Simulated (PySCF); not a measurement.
# How methods differ on the fine-structure interval of La²⁰⁺

La²⁰⁺ [Kr] 4d1 [4d3/2^1, M_J = 3/2] → La²⁰⁺ [Kr] 4d1 [4d5/2^1, M_J = 5/2], as a difference of total energies. Computed with PySCF 2.14 in an even-tempered Gaussian basis (18 s from 1.3 bohr⁻², ratio 2.8; 14 p from 1.7 bohr⁻², ratio 2.8; 9 d from 1.7 bohr⁻², ratio 2.8; 4 f from 5.8 bohr⁻², ratio 3), with the two-component X2C-1e Hamiltonian. Correlated levels: [Ar] 3d10 frozen; the 94 highest virtual spinors dropped. "Screened" scales the spin-orbit matrix elements by Boettger's factors to mimic the two-electron term; Breit and QED terms are absent.

```tsv
method	fine-structure interval (cm⁻¹)
GHF (screened spin-orbit)	34311
GMP2 (screened spin-orbit)	34218
GHF (bare spin-orbit)	41615
```
